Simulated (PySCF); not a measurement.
# Frontier levels across methods

Compound: C₅H₆OS.
Geometry (PBE0-D3(BJ)/def2-SVP, Å), atoms numbered from 1 in this order:
```xyz
13
C5H6OS angstrom
C      2.5768    0.3512    0.1965
O      1.5941   -0.2741   -0.5849
C      0.3138   -0.0727   -0.2582
C     -0.7672   -0.5872   -0.9276
C     -1.9982   -0.1938   -0.3317
C     -1.8427    0.6031    0.7683
S     -0.1758    0.8968    1.1071
H      2.4649    1.4502    0.1786
H      2.5349    0.0067    1.2456
H      3.5492    0.0809   -0.2329
H     -0.6616   -1.2183   -1.8091
H     -2.9756   -0.4952   -0.7112
H     -2.6066    1.0422    1.4069
```

Basis pcSseg-1 throughout (PySCF), one geometry. One conformer (not necessarily the lowest) at the PBE0-D3(BJ)/def2-SVP geometry, without solvent, vibrations or thermal averaging.

Question: How do the orbital energies, the gap and the dipole change with the method?

Answer: 
```tsv
method	kind	HOMO (eV)	LUMO (eV)	gap (eV)	μ (D)	SCF cycles
KT3	GGA	-4.97	-0.78	4.19	1.20	17
BP86	GGA	-5.06	-0.93	4.13	1.26	17
B97-2	global hybrid	-5.80	-0.03	5.76	1.17	14
B3LYP	global hybrid	-5.80	-0.16	5.64	1.20	14
PBE0	global hybrid	-6.04	0.01	6.05	1.17	14
mPW1PW91	global hybrid	-6.07	-0.01	6.05	1.17	14
BHandHLYP	global hybrid	-6.92	1.04	7.96	1.12	13
```

The HOMO spans 1.96 eV, from KT3 down to BHandHLYP, and the gap runs from 4.13 eV (BP86) to 7.96 eV (BHandHLYP). Over the methods KT3 (0 %), BP86 (0 %), B97-2 (21 %), B3LYP (20 %), PBE0 (25 %), mPW1PW91 (25 %), BHandHLYP (50 %), a straight line through the gap against the share of exact exchange rises by 0.76 eV for each 10 % (correlation coefficient 1.000). The dipole ranges from 1.12 D (BHandHLYP) to 1.26 D (BP86). This basis has no diffuse functions.

The vertical ΔSCF ionisation energy at PBE0/def2-SVPD is 7.95 eV; −ε(HOMO) comes closest to it with BHandHLYP (6.92 eV).
